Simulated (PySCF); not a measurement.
A run for PySCF: R-B3LYP/LANL2DZ on H4O2Si (SMILES O[SiH2]O), a point of a torsion scan.

```python
from pyscf import gto, scf, dft, mp
from pyscf.data.elements import chemcore

mol = gto.M(
    atom='''
    O    -1.28138177    0.58247950    0.26420602
    Si   -0.10108649   -0.50539021   -0.00971855
    O     1.32001839   -0.08971304    0.66784531
    H    -1.20768542    1.48790286   -0.02440332
    H     0.28587044   -0.58019341   -1.40835370
    H    -0.68954995   -1.68832489    0.59529036
    H     1.40441938    0.05993116    1.60547135
    ''',
    basis='lanl2dz',
    ecp={'Si': 'lanl2dz'},
    charge=0, spin=0, verbose=3, max_memory=1800)
mf = dft.RKS(mol, xc='b3lyp')
mf.conv_tol = 1e-8
mf.max_cycle = 100
mf.kernel()
if not mf.converged:
    mf = mf.newton().run(mf.mo_coeff, mf.mo_occ)
```

Output:

```
converged SCF energy = -156.771931513928
```

Self-consistency was reached.

Cost: roughly 0.6 core-seconds.
